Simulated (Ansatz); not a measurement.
Frontier orbitals of C₂H₉AlSSi.

```csv
atom,x (Å),y (Å),z (Å)
C1,-0.5484,0.2044,-2.2196
S2,0.7363,0.4890,-0.9694
Si3,-0.4258,-0.0687,0.9049
C4,0.1221,1.1208,2.2469
Al5,0.9418,-1.7875,-0.0625
H6,-0.0523,0.0705,-3.1800
H7,-1.2060,1.0718,-2.2554
H8,-1.1250,-0.6908,-1.9877
H9,-1.8267,0.2520,0.4991
H10,-0.3798,0.8641,3.1842
H11,-0.1230,2.1545,1.9957
H12,1.1978,1.0417,2.4153
H13,2.3854,-1.9624,0.5727
H14,0.3037,-2.7595,-1.1441
```

Total charge 0; spin multiplicity 1. The bonds changed during the relaxation, so this is another structure than the one it started from. Geometry: relaxed with PBE0-D4/def2-TZVP. It is one conformer, not always the lowest. Basis def2-TZVPP, Ansatz.

Orbital energies of one run (eV). Highest occupied ones, from the top: -8.90, -10.66, -10.97, -11.79, -12.12, -13.45, -14.15, -14.66, -14.93, -15.33, -15.90, -17.52, -21.64, -23.30. Empty: 1.66, 1.97, 2.09, 2.93, 2.99, 3.78.

Q: Which functional gave them?
A. r2SCAN0
B. PBE0
C. B3LYP
D. LC-ωPBE

A: D. HOMO energies: LC-ωPBE -8.90, B3LYP -6.26, r2SCAN0 -6.57, PBE0 -6.44 eV.

B3LYP here is the variant with VWN-RPA as its local correlation; programs differ in this. LC-ωPBE has ω = 0.4 bohr⁻¹.
